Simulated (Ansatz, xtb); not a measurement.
# Relaxing a trial structure of GeH4SiSn

The starting geometry of this gas-phase singlet was built from a drawn formula by distance geometry; its bonds are those of `[SiH2]=[Sn]=[GeH2]`.

```xyz
7

Ge    0.8842   -0.0390    1.3090
Si   -2.2422    2.0367   -1.0784
Sn   -0.6835    1.0584    0.1632
H    -2.1379    1.9462   -2.5190
H    -3.3130    2.9419   -0.5256
H     0.4977   -0.6902    2.4459
H     2.0323    0.9586    1.8506
```

Task: Predict what it relaxes into with r2SCAN-D4/def2-SVP.

Result: It rearranges to `[SiH2]1[GeH2][Sn]1`. Distances that change by over a tenth: Ge1–Sn3 (2.23 → 2.73 Å), Ge1–H6 (1.37 → 1.53 Å), Si2–Sn3 (2.22 → 2.70 Å). Contacts that close: Ge1–Si2 (4.45 → 2.34 Å).

The energy falls by 2.47 eV over 39 steps:

| step | E − E(last) (eV) |
| --- | --- |
| 1 | 2.470 |
| 5 | 1.042 |
| 9 | 0.880 |
| 14 | 0.734 |
| 18 | 0.498 |
| 22 | 0.418 |
| 26 | 0.175 |
| 31 | 0.078 |
| 35 | 0.007 |
| 39 | 0.000 |

Final geometry (Å):

| atom | x (Å) | y (Å) | z (Å) |
| --- | --- | --- | --- |
| Ge | 0.1833 | 0.6417 | 0.7809 |
| Si | -1.5619 | 1.5973 | -0.4575 |
| Sn | -1.2027 | 2.6563 | 2.0016 |
| H | -2.7899 | 0.7544 | -0.5981 |
| H | -1.2743 | 2.3857 | -1.6942 |
| H | 0.0632 | -0.8154 | 1.2465 |
| H | 1.6199 | 0.9928 | 0.3663 |

From the same start GFN2-xTB ends elsewhere, differing in Ge1–Si2 (3.73 against 2.34 Å here), Ge1–H6 (2.93 against 1.53 Å here), Sn3–H6 (1.79 against 3.77 Å here).

The end wasn't checked by frequencies. Atoms past krypton carry core potentials, without spin–orbit terms. Run with Ansatz 0.2.0, 96 s on 2 threads of Intel(R) Xeon(R) Platinum 8259CL CPU @ 2.50GHz (Skylake/Cascade Lake), on a shared host.
